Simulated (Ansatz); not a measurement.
Consider the substitution at a C–C bond: `CC1C=CCC1` + `CB(N)O` → `COB(C)N` + `C1=CCCC1`.

Gas-phase electronic energies from Ansatz, PBE0-D4/def2-TZVP geometries. CBS: MP2 limit from def2 TZ/QZ plus the TZ coupled-cluster correction, frozen cores. This one scheme is used for every species. DFT in def2-TZVPP. B3LYP here is the variant with VWN-RPA as its local correlation; programs differ in this. Each species was taken in one conformer, which may not be the lowest.

`CC1C=CCC1`:

```xyz
16

C    -1.736   -0.682   -0.053
C    -0.424   -0.297   -0.731
C    -0.174    1.184   -0.643
C     0.789    1.483    0.220
C     1.383    0.254    0.843
C     0.821   -0.879   -0.031
H    -2.586   -0.173   -0.515
H    -1.718   -0.404    1.005
H    -1.911   -1.758   -0.120
H    -0.470   -0.629   -1.775
H    -0.772    1.910   -1.185
H     1.096    2.488    0.486
H     2.477    0.268    0.851
H     1.071    0.167    1.891
H     1.564   -1.152   -0.784
H     0.590   -1.782    0.539
```

`CB(N)O`:

```xyz
10

C     0.393    0.953   -0.621
B     0.006   -0.385    0.121
N    -1.083   -0.460    1.004
O     0.723   -1.548   -0.065
H     0.361    0.821   -1.707
H    -0.263    1.791   -0.375
H     1.416    1.255   -0.373
H    -1.332   -1.312    1.477
H    -1.673    0.322    1.214
H     1.452   -1.438   -0.676
```

`COB(C)N`:

Cartesian coordinates in Å:
```
C 0.638 -1.763 0.295
O 0.515 -0.804 -0.722
B -0.048 0.428 -0.484
C -0.589 0.855 0.935
N -0.112 1.293 -1.590
H -0.338 -2.066 0.690
H 1.124 -2.643 -0.130
H 1.249 -1.400 1.128
H 0.205 0.826 1.687
H -1.011 1.862 0.941
H -1.367 0.169 1.286
H -0.499 2.216 -1.542
H 0.232 1.028 -2.496
```

`C1=CCCC1`:

Z-matrix (Å, degrees):
```
C
C 1 1.501
C 1 1.538 2 102.9
H 1 1.094 2 113.1 3 -121.7
H 1 1.098 2 110.2 3 119.5
C 2 1.328 1 111.9 3 -13.4
H 2 1.084 1 123.0 3 169.2
C 3 1.538 1 105.5 2 20.8
H 3 1.091 1 112.9 2 144.7
H 3 1.093 1 109.0 2 -96.2
H 6 1.084 2 125.0 1 -177.3
H 8 1.098 3 111.9 1 97.5
H 8 1.094 3 112.5 1 -142.9
```

```json
{"level": "r2SCAN-D4", "ΔE (kJ/mol)": "57.3"}
{"level": "PBE0-D4", "ΔE (kJ/mol)": "58.6"}
{"level": "B3LYP-D4", "ΔE (kJ/mol)": "53.2"}
{"level": "HF/def2-TZVPP", "ΔE (kJ/mol)": "48.5"}
{"level": "SCS-MP2/def2-TZVPP", "ΔE (kJ/mol)": "61.7"}
{"level": "MP2/def2-QZVPP", "ΔE (kJ/mol)": "68.5"}
{"level": "MP2/CBS(def2)", "ΔE (kJ/mol)": "69.3"}
{"level": "CCSD/CBS(def2)", "ΔE (kJ/mol)": "61.3"}
```

(1) What does CCSD(T)/CBS give? (An estimate is asked.)

Largest T1 diagnostic among the species: 0.011.

## Answers

(1) The calculation gave: +62.4 kJ/mol. The listed levels differ from it by -5.1, -3.8, -9.2, -13.9, -0.7, 6.1, 6.9, -1.1 kJ/mol.

The D4 term adds +3.3 kJ/mol with B3LYP and +1.9 kJ/mol with PBE0; it sums over pairs of atoms, weighted by their polarisabilities, and B3LYP, whose exchange is more repulsive, gets the larger term. In def2-TZVPP, CCSD(T) changes the Hartree–Fock value by +12.3 kJ/mol (the triples alone add +1.2 kJ/mol) and MP2 by +19.2 kJ/mol.
